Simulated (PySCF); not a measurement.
C$_{4}$H$_{10}$InN, singlet, at a GFN2-xTB geometry (such geometries of metal compounds can be far from the true shape) (core potentials on In); DF-PBE/def2-TZVPP (PySCF).

Here is a job for PySCF.
```python
from pyscf import gto, scf, dft

mol = gto.M(
    atom='''
In    0.036881   -0.021466    0.213410
C     0.471300    0.751582   -1.872125
C     1.079180    2.142910   -1.801520
H    -0.474698    0.765966   -2.417591
H     1.142036    0.055043   -2.378928
H     2.034317    2.121392   -1.272982
H     0.413005    2.826283   -1.271719
H     1.255694    2.544433   -2.802042
C    -1.029504   -1.896904    0.784353
C    -1.477635   -2.758346   -0.111541
H    -1.194760   -2.082061    1.842779
H    -2.012277   -3.663223    0.160211
H    -1.332719   -2.606694   -1.173886
N     0.360084    1.264266    1.784661
H     1.087852    1.960913    1.671604
H     0.493748    0.844462    2.697844
''',
    basis='def2-tzvpp',
    ecp={'In': 'def2-tzvpp'},
    charge=0,
    spin=0,
    verbose=4,
    max_memory=1800,
)

mf = dft.RKS(mol)
mf.xc = 'pbe'
mf = mf.density_fit(auxbasis='def2-universal-jkfit')
mf.kernel()
```

It wrote (shortened):

```
PySCF version 2.14.0

[INPUT] verbose = 4
[INPUT] num. atoms = 16
[INPUT] num. electrons = 62
[INPUT] charge = 0
[INPUT] spin (= nelec alpha-beta = 2S) = 0
[INPUT] symmetry False subgroup None
[INPUT] Mole.unit = angstrom
[INPUT] Symbol           X                Y                Z      unit          X                Y                Z       unit  Magmom
[INPUT]  1 In     0.036881000000  -0.021466000000   0.213410000000 AA    0.069694989200  -0.040564860990   0.403286452243 Bohr   0.0
[INPUT]  2 C      0.471300000000   0.751582000000  -1.872125000000 AA    0.890627922508   1.420284140153  -3.537803520951 Bohr   0.0
[INPUT]  3 C      1.079180000000   2.142910000000  -1.801520000000 AA    2.039354639108   4.049513009592  -3.404379407926 Bohr   0.0
[INPUT]  4 H     -0.474698000000   0.765966000000  -2.417591000000 AA   -0.897049211879   1.447465960729  -4.568584871213 Bohr   0.0
[INPUT]  5 H      1.142036000000   0.055043000000  -2.378928000000 AA    2.158135264394   0.104016195074  -4.495522390059 Bohr   0.0
[INPUT]  6 H      2.034317000000   2.121392000000  -1.272982000000 AA    3.844301980547   4.008849882843  -2.405587341501 Bohr   0.0
[INPUT]  7 H      0.413005000000   2.826283000000  -1.271719000000 AA    0.780466338076   5.340900820514  -2.403200617406 Bohr   0.0
[INPUT]  8 H      1.255694000000   2.544433000000  -2.802042000000 AA    2.372917756260   4.808281512305  -5.295091969529 Bohr   0.0
[INPUT]  9 C     -1.029504000000  -1.896904000000   0.784353000000 AA   -1.945480604144  -3.584629044592   1.482212354981 Bohr   0.0
[INPUT] 10 C     -1.477635000000  -2.758346000000  -0.111541000000 AA   -2.792325462072  -5.212518496790  -0.210781941660 Bohr   0.0
[INPUT] 11 H     -1.194760000000  -2.082061000000   1.842779000000 AA   -2.257769184585  -3.934525064638   3.482347618100 Bohr   0.0
[INPUT] 12 H     -2.012277000000  -3.663223000000   0.160211000000 AA   -3.802652416761  -6.922488203208   0.302754912143 Bohr   0.0
[INPUT] 13 H     -1.332719000000  -2.606694000000  -1.173886000000 AA   -2.518473911004  -4.925937750547  -2.218323041461 Bohr   0.0
[INPUT] 14 N      0.360084000000   1.264266000000   1.784661000000 AA    0.680460141838   2.389116488599   3.372520515192 Bohr   0.0
[INPUT] 15 H      1.087852000000   1.960913000000   1.671604000000 AA    2.055742344060   3.705588524099   3.158873748727 Bohr   0.0
[INPUT] 16 H      0.493748000000   0.844462000000   2.697844000000 AA    0.933048494552   1.595801902602   5.098186286801 Bohr   0.0

nuclear repulsion = 312.691671357027
number of shells = 131
number of NR pGTOs = 481
number of NR cGTOs = 345
basis = def2-tzvpp
ecp = {'In': 'def2-tzvpp'}

******** <class 'pyscf.df.df_jk.DFRKS'> ********
method = DFRKS
initial guess = minao
damping factor = 0
level_shift factor = 0
DIIS = <class 'pyscf.scf.diis.CDIIS'>
diis_start_cycle = 1
diis_space = 8
diis_damp = 0
SCF conv_tol = 1e-09
SCF conv_tol_grad = None
SCF max_cycles = 50
direct_scf = False
XC library pyscf.dft.libxc version 7.1.2
    S. Lehtola, C. Steigemann, M. J. T. Oliveira, and M. A. L. Marques,  SoftwareX 7, 1–5 (2018)
XC functionals = pbe
    J. P. Perdew, K. Burke, and M. Ernzerhof,  Phys. Rev. Lett. 77, 3865 (1996)
    J. P. Perdew, K. Burke, and M. Ernzerhof,  Phys. Rev. Lett. 78, 1396 (1997)
    J. P. Perdew, K. Burke, and M. Ernzerhof,  Phys. Rev. Lett. 77, 3865 (1996)
    J. P. Perdew, K. Burke, and M. Ernzerhof,  Phys. Rev. Lett. 78, 1396 (1997)
radial grids:
    Treutler-Ahlrichs [JCP 102, 346 (1995); DOI:10.1063/1.469408] (M4) radial grids

becke partition: Becke, JCP 88, 2547 (1988); DOI:10.1063/1.454033
pruning grids: <function nwchem_prune>
grids dens level: 3
symmetrized grids: False
atomic radii adjust function: <function treutler_atomic_radii_adjust>
small_rho_cutoff = 0
Set gradient conv threshold to 3.16228e-05
Initial guess from minao.
tot grids = 190328
init E= -370.429441938537
  HOMO = -0.553649572732154  LUMO = -0.468543040973952  gap/eV = 2.31587
cycle= 1 E= -401.605061990954  delta_E= -31.2  |g|=  2.6  |ddm|= 46.1
  HOMO = 0.0828210418615145  LUMO = 0.0906353007143814  gap/eV = 0.21264
cycle= 2 E= -360.647912108975  delta_E=   41  |g|= 8.43  |ddm|= 98.6
  HOMO = -0.219688134677472  LUMO = -0.163065765338278  gap/eV = 1.54077
cycle= 3 E= -402.207792712625  delta_E= -41.6  |g|= 1.67  |ddm|= 98.3
  HOMO = -0.254650746042905  LUMO = -0.23062846445344  gap/eV = 0.65368
cycle= 4 E= -400.640300984067  delta_E= 1.57  |g|= 2.43  |ddm|=  3.5
  HOMO = -0.198093941620066  LUMO = -0.093955220407473  gap/eV = 2.83376
cycle= 5 E= -402.608211271842  delta_E= -1.97  |g|= 1.45  |ddm|= 2.45
  HOMO = -0.208515339942014  LUMO = -0.0656137757465185  gap/eV = 3.88855
cycle= 6 E= -403.073347621852  delta_E= -0.465  |g|= 0.235  |ddm|= 1.01
  HOMO = -0.200984397528667  LUMO = -0.0730722706624949  gap/eV = 3.48067
cycle= 7 E= -403.078086303442  delta_E= -0.00474  |g|= 0.19  |ddm|= 0.351
  HOMO = -0.203396621932606  LUMO = -0.0671423108281601  gap/eV = 3.70767
cycle= 8 E= -403.084877044726  delta_E= -0.00679  |g|= 0.109  |ddm|= 0.213
  HOMO = -0.202853245836692  LUMO = -0.0647333325247796  gap/eV = 3.75843
cycle= 9 E= -403.088126609359  delta_E= -0.00325  |g|= 0.0234  |ddm|= 0.0999
  HOMO = -0.202946569291735  LUMO = -0.0644872817376108  gap/eV = 3.76767
cycle= 10 E= -403.088182191532  delta_E= -5.56e-05  |g|= 0.0164  |ddm|= 0.0364
  HOMO = -0.201773620779885  LUMO = -0.0643821057306901  gap/eV = 3.73861
cycle= 11 E= -403.088251554718  delta_E= -6.94e-05  |g|= 0.00521  |ddm|= 0.0228
  HOMO = -0.201989689877574  LUMO = -0.064447505317764  gap/eV = 3.74271
cycle= 12 E= -403.088257655975  delta_E= -6.1e-06  |g|= 0.00169  |ddm|= 0.0074
  HOMO = -0.201976404092579  LUMO = -0.0644517458584257  gap/eV = 3.74224
cycle= 13 E= -403.08825833228  delta_E= -6.76e-07  |g|= 0.00027  |ddm|= 0.00148
  HOMO = -0.201948929063361  LUMO = -0.0644464813368817  gap/eV = 3.74163
cycle= 14 E= -403.088258345507  delta_E= -1.32e-08  |g|= 0.000178  |ddm|= 0.000386
  HOMO = -0.201970017930634  LUMO = -0.0644529290317273  gap/eV = 3.74203
cycle= 15 E= -403.088258353068  delta_E= -7.56e-09  |g|= 2.23e-05  |ddm|= 0.000153
  HOMO = -0.201970179574941  LUMO = -0.0644529413015125  gap/eV = 3.74203
cycle= 16 E= -403.088258353151  delta_E= -8.29e-11  |g|= 1.22e-05  |ddm|= 2.6e-05
  HOMO = -0.20197176871211  LUMO = -0.0644515829101859  gap/eV = 3.74211
Extra cycle  E= -403.088258353028  delta_E= 1.23e-10  |g|= 2.55e-05  |ddm|= 4.47e-05
converged SCF energy = -403.088258353028
```
